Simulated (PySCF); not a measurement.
Match the calculated data to a structure.

All candidates are C4H9ClO3Si.

- Rotational structure: rotational constants A, B, C: 2.659, 0.659, 0.566 GHz [GFN2-xTB]
- 13C NMR: chemical shifts (computed TMS as zero) by class: 95.9 (1 C), 77.1 (1 C), 69.4 (1 C), 30.1 (1 C) ppm [GIAO PBE0/pcSseg-1]
- NMR, other nuclei: isotropic shieldings of nuclei other than C and H, by class: 219 (1 O), 237 (1 O), 268 (1 O), 363 (1 Si), 964 (1 Cl) ppm [GIAO PBE0/pcSseg-1]
- 1H NMR: chemical shifts (computed TMS as zero) by class: 5.52 (1 H), 5.04 (1 H), 4.97 (1 H), 4.24 (1 H), 4.22 (1 H), 4.02 (1 H), 3.62 (1 H), 2.91 (1 H), 2.82 (1 H) ppm [GIAO PBE0/pcSseg-1]
- Dipole: 3.91 D [PBE0/pcSseg-1]

Electronic properties: PySCF, gas phase, density fitting. Levels stand in brackets. Geometry: GFN2-xTB, one conformer, isolated molecule. GFN2-xTB frequencies show an imaginary mode (21i cm⁻¹), so this geometry is no minimum at that level. NMR classes are plain means over equivalent atoms (diastereotopic ones count apart unless rotation or inversion swaps them), as if these changed places fast.

Question: Which candidate is it?
A. `ClC[Si@H]1OCCOCO1`
B. `CCO[Si](O)(O)/C=C\Cl`
C. `COCC(=O)O[SiH2]CCl`
D. `C[C@@H](OC=O)[Si@@H](O)CCl`

Answer: A. It is `ClC[Si@H]1OCCOCO1`. Numbering: `[Cl:1][CH2:2][Si@H:3]1[O:4][CH2:5][CH2:6][O:7][CH2:8][O:9]1`. Its formula, C4H9ClO3Si, gives 1 degree of unsaturation: 1 ring and 0 π bonds in the structure found. 4 carbons fall into 4 classes; from least to most shielded: sp3 carbon bearing two oxygens [C8] (95.9 ppm), ring sp3 carbon bound to oxygen [C6] (77.1 ppm), ring sp3 carbon bound to oxygen [C5] (69.4 ppm), sp3 C–Cl carbon [C2] (30.1 ppm). Hydrogen classes from least to most shielded: 1 H on an sp3 carbon bearing two oxygens, C8 (5.52 ppm), 1 H on an oxygen-bound silicon, Si3 (5.04 ppm), 1 H on an sp3 carbon bearing two oxygens, C8 (4.97 ppm), 1 H on an sp3 carbon bound to oxygen, C6 (4.24 ppm), 1 H on an sp3 carbon bound to oxygen, C5 (4.22 ppm), 1 H on an sp3 carbon bound to oxygen, C5 (4.02 ppm), 1 H on an sp3 carbon bound to oxygen, C6 (3.62 ppm), 1 H on an sp3 C–Cl carbon, C2 (2.91 ppm), 1 H on an sp3 C–Cl carbon, C2 (2.82 ppm). The other shieldings belong to: 219 ppm, silyl ether oxygen [O9]; 237 ppm, cyclic ether oxygen [O7]; 268 ppm, silyl ether oxygen [O4]; 363 ppm, oxygen-bound silicon [Si3]; 964 ppm, alkyl chlorine [Cl1]. The optimised geometry has point group C1 and is an asymmetric top.

The others, at the same levels:
- `COCC(=O)O[SiH2]CCl` fails: its computed 13C shifts are 177.9 (1 C), 73.2 (1 C), 59.8 (1 C), 32.1 (1 C) ppm, 1H shifts are 4.92 (2 H), 4.28 (2 H), 3.74 (3 H), 3.35 (2 H) ppm and rotational constant A is 1.783 GHz (against 2.659 GHz).
- `CCO[Si](O)(O)/C=C\Cl` fails: its computed 13C shifts are 147.5 (1 C), 135.6 (1 C), 60.9 (1 C), 20.4 (1 C) ppm, 1H shifts are 6.82 (1 H), 5.96 (1 H), 3.96 (2 H), 2.35 (2 H), 1.33 (3 H) ppm and rotational constant A is 1.213 GHz (against 2.659 GHz).
- `C[C@@H](OC=O)[Si@@H](O)CCl` fails: its computed 13C shifts are 169.2 (1 C), 67.7 (1 C), 34.9 (1 C), 20.2 (1 C) ppm, 1H shifts are 7.88 (1 H), 5.16 (1 H), 3.87 (1 H), 2.99 (1 H), 2.87 (1 H), 2.60 (1 H), 1.59 (3 H) ppm and rotational constant A is 1.949 GHz (against 2.659 GHz).
